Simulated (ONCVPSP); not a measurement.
# Ni, ONCV: configuration errors across variants

Ni (Z = 28), optimised norm-conserving Vanderbilt (ONCV), made with ONCVPSP 4.0.1 (LDA (Perdew-Wang 92), scalar-relativistic). Core [Ne] 3s2, reference 3p6 3d8 4s1 (charge +1). Waves: 4s: rc 1.80 bohr, ncon 4, nbas 8, qcut 3.5 1/bohr, 3 projectors, debl 3.3 Ha; 3p: rc 1.10 bohr, ncon 4, nbas 8, qcut 12.9 1/bohr, 1 projector; 3d: rc 1.55 bohr, ncon 5, nbas 10, qcut 11 1/bohr, 3 projectors, debl 2 Ha. Local part: polynomial inside 0.95 bohr (lpopt 5, dvloc0 0 Ha). Core correction: none.

All-electron excitation energies from the reference (eV): (1) 3p6 3d8 4s2 -9.594; (2) 3p6 3d8 4s0 17.653; (3) 3p6 3d7 4s0 55.457; (4) 3p6 3d9 4s0 -3.046.

A true bound ghost makes a file unfit for plane-wave use even where its test errors are small: the radial tests pick states by their node count and pass the ghost by.

Errors AE − PS in meV (a dash: test not solved or not reliable):

| change | (1) | (2) | (3) | (4) | bound ghosts | GHOST(+) flags above zero |
| --- | --- | --- | --- | --- | --- | --- |
| base | -2.5 | -9.2 | +93 | -23 | none | s |
| s: qcut 2.3; p: qcut 8.3; d: qcut 7.1 | -1.1 | -1.2 | +130 | +46 | s, d | s, d |
| s: qcut 2.6; p: qcut 9.6; d: qcut 8.2 | +0.1 | -3.8 | +113 | +19 | none | s, d |
| s: qcut 2.8; p: qcut 10.4; d: qcut 8.8 | -0.6 | -5.3 | +106 | +7.0 | none | s |
| s: qcut 3.3; p: qcut 12; d: qcut 10.2 | -2.0 | -8.2 | +97 | -15 | none | s |
| s: qcut 3.9; p: qcut 14.4; d: qcut 12.3 | -3.1 | -11 | +88 | -33 | none | s |
| s: qcut 4.2; p: qcut 15.4; d: qcut 13.1 | -3.3 | -11 | +86 | -37 | none | s |
| s: qcut 4.4; p: qcut 16.1; d: qcut 13.7 | -3.4 | -11 | – | -39 | s | none |
| s: qcut 4.7; p: qcut 17.5; d: qcut 14.9 | -3.5 | -12 | – | -41 | s | none |

Question: Give the same row for: s: qcut 5.2; p: qcut 19; d: qcut 16.2.

Answer: -3.8, -12, +73, -45; bound ghosts: s; GHOST(+) flags above zero: none.
